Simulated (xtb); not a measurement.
phosphine (H₃P), singlet, at a GFN2-xTB geometry, atoms displaced at random by about 0.05 Å a coordinate; GFN1-xTB in xtb.

The xtb input:
```
$ xtb mol.xyz --gfn 1 --opt loose --json

# file mol.xyz
4

P      0.05959423     0.07921973     0.09181765
H     -0.07448134     1.14015394    -0.73992527
H      1.03111620    -0.62100733    -0.53404669
H     -0.99868565    -0.57413218    -0.55650653
```

Question: Predict the main parts of the log of this xtb run.

Answer: 
```
   ID    Z sym.   atoms
    1   15 P      1
    2    1 H      2-4

           -------------------------------------------------
          |                Calculation Setup                |
           -------------------------------------------------

           -------------------------------------------------
          |                 G F N 1 - x T B                 |
           -------------------------------------------------

          ...................................................
          :                      SETUP                      :
          :.................................................:
          :  # basis functions                  16          :
          :  # atomic orbitals                  15          :
          :  # shells                            9          :
          :  # electrons                         8          :
          :  # halogen bonds                     0          :
          :  max. iterations                   250          :
          :  Hamiltonian                  GFN1-xTB          :
          :  restarted?                      false          :
          :  GBSA solvation                  false          :
          :  PC potential                    false          :
          :  electronic temp.          300.0000000     K    :
          :  accuracy                    1.0000000          :
          :  -> integral cutoff          0.2500000E+02      :
          :  -> integral neglect         0.1000000E-07      :
          :  -> SCF convergence          0.1000000E-05 Eh   :
          :  -> wf. convergence          0.2000000E-04 e    :
          :  Broyden damping             0.4000000          :
          :  net charge                          0          :
          :  unpaired electrons                  0          :
          ...................................................

 iter      E             dE          RMSdq      gap      omega  full diag
   1     -4.2438231 -0.424382E+01  0.245E+00    6.96       0.0  T
   2     -4.2736529 -0.298298E-01  0.165E+00    6.73       1.0  T
   3     -4.2746751 -0.102221E-02  0.980E-01    6.76       1.0  T
   4     -4.2746830 -0.782589E-05  0.394E-02    6.75       1.3  T
   5     -4.2746880 -0.500607E-05  0.723E-03    6.75       6.9  T
   6     -4.2746880 -0.702846E-07  0.175E-03    6.75      28.6  T
   7     -4.2746880 -0.732102E-08  0.130E-04    6.75     383.3  T
   8     -4.2746880 -0.117984E-09  0.394E-06    6.75   12703.2  T

   *** convergence criteria satisfied after 8 iterations ***

         :::::::::::::::::::::::::::::::::::::::::::::::::::::
         ::                     SUMMARY                     ::
         :::::::::::::::::::::::::::::::::::::::::::::::::::::
         :: total energy              -4.241694691174 Eh    ::
         :: gradient norm              0.045878550183 Eh/a0 ::
         :: HOMO-LUMO gap              6.753379330714 eV    ::
         ::.................................................::
         :: SCC energy                -4.274688048864 Eh    ::
         :: -> electrostatic           0.000252796002 Eh    ::
         :: repulsion energy           0.033502987399 Eh    ::
         :: dispersion energy         -0.000509629709 Eh    ::
         :: halogen bond corr.         0.000000000000 Eh    ::
         :: add. restraining           0.000000000000 Eh    ::
         :: total charge              -0.000000000000 e     ::
         :::::::::::::::::::::::::::::::::::::::::::::::::::::

      -----------------------------------------------------------
     |                   =====================                   |
     |                        A N C O P T                        |
     |                   =====================                   |
     |               Approximate Normal Coordinate               |
     |                Rational Function Optimizer                |
      -----------------------------------------------------------
[...]
 * total energy  :    -4.2416947 Eh     change       -0.3197442E-13 Eh
 * total energy  :    -4.2449631 Eh     change       -0.3268365E-02 Eh
 * total energy  :    -4.2452595 Eh     change       -0.2964621E-03 Eh
 * total energy  :    -4.2452963 Eh     change       -0.3682391E-04 Eh
   *** GEOMETRY OPTIMIZATION CONVERGED AFTER 4 ITERATIONS ***
[...]

   *** convergence criteria satisfied after 3 iterations ***

         :::::::::::::::::::::::::::::::::::::::::::::::::::::
         ::                     SUMMARY                     ::
         :::::::::::::::::::::::::::::::::::::::::::::::::::::
         :: total energy              -4.245296341880 Eh    ::
         :: gradient norm              0.002210497911 Eh/a0 ::
         :: HOMO-LUMO gap              7.021156452032 eV    ::
         ::.................................................::
         :: SCC energy                -4.272413277421 Eh    ::
         :: -> electrostatic           0.000174827637 Eh    ::
         :: repulsion energy           0.027626703854 Eh    ::
         :: dispersion energy         -0.000509768313 Eh    ::
         :: halogen bond corr.         0.000000000000 Eh    ::
         :: add. restraining           0.000000000000 Eh    ::
         :: total charge              -0.000000000000 e     ::
         :::::::::::::::::::::::::::::::::::::::::::::::::::::

           -------------------------------------------------
          |                Property Printout                |
           -------------------------------------------------

    * Orbital Energies and Occupations

         #    Occupation            Energy/Eh            Energy/eV
      -------------------------------------------------------------
         1        2.0000           -0.7337092             -19.9652
         2        2.0000           -0.4914697             -13.3736
         3        2.0000           -0.4908571             -13.3569
         4        2.0000           -0.4306821             -11.7195 (HOMO)
         5                         -0.1726594              -4.6983 (LUMO)
         6                         -0.1720600              -4.6820
         7                         -0.0762177              -2.0740
         8                         -0.0643702              -1.7516
         9                         -0.0643293              -1.7505
        10                         -0.0289639              -0.7881
        11                         -0.0282956              -0.7700
        12                         -0.0282956              -0.7700
        13                          0.4125494              11.2260
        14                          1.1717679              31.8854
        15                          1.1789279              32.0803
      -------------------------------------------------------------
                  HL-Gap            0.2580228 Eh            7.0212 eV
             Fermi-level           -0.3016707 Eh           -8.2089 eV

  Mulliken/CM5 charges         n(s)   n(p)   n(d)
     1P    -0.05062 -0.30505   1.758  3.240  0.052
     2H     0.01703  0.10188   0.983  0.000  0.000
     3H     0.01701  0.10197   0.983  0.000  0.000
     4H     0.01659  0.10120   0.983  0.000  0.000

Wiberg/Mayer (AO) data.
largest (>0.10) Wiberg bond orders for each atom

 ---------------------------------------------------------------------------
     #   Z sym  total        # sym  WBO       # sym  WBO       # sym  WBO
 ---------------------------------------------------------------------------
     1  15 P    3.001 --     4 H    1.000     3 H    1.000     2 H    1.000
     2   1 H    1.004 --     1 P    1.000
     3   1 H    1.004 --     1 P    1.000
     4   1 H    1.004 --     1 P    1.000
 ---------------------------------------------------------------------------

Topologies differ in total number of bonds
Writing topology from bond orders to xtbtopo.mol

 dipole moment from electron density (au)
     X       Y       Z
  -0.0027  -0.0490  -0.4338  total (Debye):    1.110

optimized geometry written to: xtbopt.xyz

           -------------------------------------------------
          | TOTAL ENERGY               -4.245296341880 Eh   |
          | GRADIENT NORM               0.002210497911 Eh/α |
          | HOMO-LUMO GAP               7.021156452032 eV   |
           -------------------------------------------------
```
